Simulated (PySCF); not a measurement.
CH2F, SMILES [CH2]F (connectivity only; charge and spin as stated), charge +1, multiplicity 1.

Geometry: PBE0-D3(BJ)/def2-TZVPD. The multiplicity is an assumed one; other spin states were not compared. The isomer is the one that the SMILES or the coordinates give; other isomers of the formula were not compared.

These are TDA-LC-ωPBE/def2-TZVPD (PySCF 2.14.0) values and carry that method's errors.

Vertical excitations.  State labels are in the subgroup C2v.

Computed lowest excited states:
```json
[
 {"state": "S1", "symmetry": "A2", "energy (eV)": "5.33", "λ (nm)": "233", "f": "0.000", "main pairs": "HOMO→LUMO 99 %"},
 {"state": "S2", "symmetry": "A2", "energy (eV)": "10.47", "λ (nm)": "118", "f": "0.000", "main pairs": "HOMO−3→LUMO 99 %"},
 {"state": "S3", "symmetry": "B1", "energy (eV)": "10.64", "λ (nm)": "117", "f": "0.019", "main pairs": "HOMO−2→LUMO 98 %"},
 {"state": "S4", "symmetry": "A1", "energy (eV)": "11.80", "λ (nm)": "105", "f": "0.150", "main pairs": "HOMO−1→LUMO 90 %"},
 {"state": "S5", "symmetry": "B2", "energy (eV)": "13.01", "λ (nm)": "95", "f": "0.029", "main pairs": "HOMO→LUMO+1 53 %, HOMO→LUMO+2 38 %"},
 {"state": "S6", "symmetry": "B2", "energy (eV)": "13.86", "λ (nm)": "89", "f": "0.156", "main pairs": "HOMO→LUMO+2 54 %, HOMO→LUMO+1 40 %"},
 {"state": "S7", "symmetry": "A1", "energy (eV)": "15.30", "λ (nm)": "81", "f": "0.095", "main pairs": "HOMO→LUMO+3 95 %"},
 {"state": "S8", "symmetry": "B2", "energy (eV)": "15.88", "λ (nm)": "78", "f": "0.117", "main pairs": "HOMO→LUMO+4 90 %"},
 {"state": "S9", "symmetry": "A2", "energy (eV)": "15.94", "λ (nm)": "78", "f": "0.000", "main pairs": "HOMO→LUMO+5 95 %"},
 {"state": "S10", "symmetry": "B1", "energy (eV)": "16.00", "λ (nm)": "78", "f": "0.110", "main pairs": "HOMO−4→LUMO 90 %"},
 {"state": "T1", "symmetry": "A2", "energy (eV)": "4.47", "λ (nm)": "277", "f": "0", "main pairs": "HOMO→LUMO 98 %"},
 {"state": "T2", "symmetry": "A1", "energy (eV)": "7.98", "λ (nm)": "155", "f": "0", "main pairs": "HOMO−1→LUMO 98 %"},
 {"state": "T3", "symmetry": "B1", "energy (eV)": "9.08", "λ (nm)": "137", "f": "0", "main pairs": "HOMO−2→LUMO 96 %"},
 {"state": "T4", "symmetry": "A2", "energy (eV)": "9.66", "λ (nm)": "128", "f": "0", "main pairs": "HOMO−3→LUMO 98 %"}
]
```
Triplets are in the Tamm–Dancoff approximation.
